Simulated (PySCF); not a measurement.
Compound: [WO4]3- (charge -3 and doublet state).
Cartesian coordinates in Å at the PBE0-D3(BJ)/def2-SVP level; atoms count from 1:
```
atom  x, y, z in Å
W1     0.001   -0.003   -0.002
O2     0.020   -0.012    1.799
O3     1.692    0.019   -0.620
O4    -0.865    1.470   -0.575
O5    -0.848   -1.474   -0.602
```

The calculation used PySCF 2.14.0, PBE0-D3(BJ)/def2-SVP geometry optimisation, gas phase, def2 core potentials past Kr.

Problem. Which atoms are bound to W1, and at what distances?

Solution. 4 atoms: O3 1.800 Å, O5 1.801 Å, O2 1.801 Å, O4 1.801 Å.

Problem. List the angles at W1.

Solution. 
```
   angle  degrees  distance of the outer atoms (Å)
O3–W1–O5    109.7                             2.95
O4–W1–O5    109.6                             2.94
O2–W1–O5    109.5                             2.94
O2–W1–O3    109.4                             2.94
O3–W1–O4    109.4                             2.94
O2–W1–O4    109.1                             2.94
```

Problem. What is the shape at W1?

Solution. Tetrahedral: angles from 109.1° to 109.7°; τ4 = (360° − α − β)/141° = 1.00 with α and β the two widest (0 for a square, 1 for a tetrahedron).

Problem. What are the rotational constants (commonest isotopes, rigid rotor)?

Solution. A = 3660, B = 3654, C = 3646 MHz: a spherical top.

Point group: Td (every atom within 0.08 Å of its image). Charge -3, doublet. ⟨S²⟩ = 0.752 (exact for a doublet: 0.75). Whether so highly charged an anion holds all its electrons in the gas phase wasn't checked; a finite basis holds them in any case. The ion is multiply charged and computed without counter-ions or solvent. The geometry's basis has no diffuse functions, a weakness for an anion. Stationary, but not proved a minimum.

The run took 33 s wall on one thread, x86-64 server, shared host. This is the geometry optimisation.

Neither the SCF state along the optimisation nor the shape of the open-shell metal species was proved the lowest: other solutions of the same spin, or a structure of lower symmetry, can lie below.
